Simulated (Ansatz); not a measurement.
`Cl[SiH](Cl)[O][GeH3]` + HI → `Cl[SiH](Cl)I` + `[OH][GeH3]` at 600 K and 1 bar (ligand exchange at the Si–O bond).

Calculated with Ansatz (gas phase, PBE0-D4/def2-TZVP geometries, no zero-point term in ΔE). CBS: MP2 limit from def2 TZ/QZ plus the TZ coupled-cluster correction, frozen cores. def2 core potentials past Kr. For Ge, I outer-core shells are correlated without core-valence functions, which leaves a few kJ/mol of doubt a bond. Scalar relativity is left out up to krypton. Each species was taken in one conformer, which may not be the lowest.

```json
{"species": "`Cl[SiH](Cl)[O][GeH3]`", "CCSD(T)/CBS energy (Eh)": "-3362.49847", "H − E (kJ/mol)": "173.3", "S (J/(mol·K))": "500.5"}
{"species": "HI", "CCSD(T)/CBS energy (Eh)": "-298.03592", "H − E (kJ/mol)": "31.6", "S (J/(mol·K))": "227.0"}
{"species": "`Cl[SiH](Cl)I`", "CCSD(T)/CBS energy (Eh)": "-1506.81701", "H − E (kJ/mol)": "78.4", "S (J/(mol·K))": "404.8"}
{"species": "`[OH][GeH3]`", "CCSD(T)/CBS energy (Eh)": "-2153.69723", "H − E (kJ/mol)": "132.5", "S (J/(mol·K))": "324.6"}
```

H − E and S are ideal-gas, rigid-rotor, harmonic terms from PBE0-D4/def2-TZVP, for one conformer and one mirror image of each species. 1 Eh = 2625.50 kJ/mol, R = 8.31446 J/(mol·K).

Task: By hand: ΔE, ΔH, ΔS and ΔG.

Result: ΔE = (-1506.81701) + (-2153.69723) − (-3362.49847) − (-298.03592) = 0.02015 Eh = 52.9 kJ/mol. Δ(H − E) = 78.4 + 132.5 − 173.3 − 31.6 = 6.0, so ΔH = 58.9 kJ/mol. ΔS = 404.8 + 324.6 − 500.5 − 227.0 = 1.9 J/(mol·K). ΔG = 58.9 − 600 × (1.9)/1000 = 57.8 kJ/mol.

Task: By hand: the equilibrium constant, and the temperature at which ΔG would vanish if ΔH and ΔS stayed fixed.

Result: log₁₀ K = −ΔG/(RT ln 10) = -5.0. ΔG = 0 at ΔH/ΔS = 31000 K, far beyond where these terms or the molecules hold.

The number of gas molecules stays the same, so ΔS is small and ΔH decides. A doubt of 5 kJ/mol in ΔE shifts log₁₀ K by 0.4 here. Other conformers and mirror images would add mixing entropy, several J/(mol·K) or more a flexible species. Modes under 60 cm⁻¹, often nearly free rotors, make the harmonic entropy too high. These are equilibria of isolated gas molecules and say nothing of rates. Largest T1 diagnostic: 0.011 (customary marks: 0.02 for closed shells, 0.045 for open ones).
